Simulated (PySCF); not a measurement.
## Exercise with solution: entropy of an ideal gas

bromoethene (C2H3Br), SMILES C=CBr.

Geometry optimised at PBE-D3(BJ)/def2-TZVP.

PBE-D3(BJ)/def2-TZVP (PySCF 2.14.0) gives the harmonic wavenumbers 338, 583, 595, 880, 937, 984, 1236, 1358, 1609, 3081, 3139, 3175 cm⁻¹ and the rotational temperatures 2.6343, 0.1960, 0.1824 K. The molar mass is 106.95 g/mol, the symmetry number 1, the spin multiplicity 1.

Work out the entropy at 298.15 K and 1 atm in the rigid-rotor, harmonic-oscillator model.


Translation (Sackur–Tetrode at 1 atm): S = R[1.5 ln M + 2.5 ln T − 1.16487] = 167.0 J/(mol K).
Rotation: q = (√π/σ) T^1.5/√(θA θB θC) = 29700, S = R[ln q + 3/2] = 98.1 J/(mol K).
Vibration: with u = 1.4388 ν/T, each mode gives R[u/(e^u − 1) − ln(1 − e^−u)]:
```json
[
 {"ν (cm⁻¹)": "338", "modes": "1", "u": "1.63", "S (J/(mol K))": "5.11"},
 {"ν (cm⁻¹)": "583", "modes": "1", "u": "2.81", "S (J/(mol K))": "2.01"},
 {"ν (cm⁻¹)": "595", "modes": "1", "u": "2.87", "S (J/(mol K))": "1.92"},
 {"ν (cm⁻¹)": "880", "modes": "1", "u": "4.25", "S (J/(mol K))": "0.63"},
 {"ν (cm⁻¹)": "937", "modes": "1", "u": "4.52", "S (J/(mol K))": "0.50"},
 {"ν (cm⁻¹)": "984", "modes": "1", "u": "4.75", "S (J/(mol K))": "0.42"},
 {"ν (cm⁻¹)": "1236", "modes": "1", "u": "5.96", "S (J/(mol K))": "0.15"},
 {"ν (cm⁻¹)": "1358", "modes": "1", "u": "6.55", "S (J/(mol K))": "0.09"},
 {"ν (cm⁻¹)": "1609", "modes": "1", "u": "7.76", "S (J/(mol K))": "0.03"}
]
```
The stiffer modes add less than 0.005 each. Sum 10.9 J/(mol K).
Spin: R ln 1 = 0.0 J/(mol K).
Total 276.0 J/(mol K); the program's own thermochemistry gives 276.0. Translation makes up 61 % and vibration 4 %. Anharmonicity, hindered rotation and orbital degeneracy are left out.
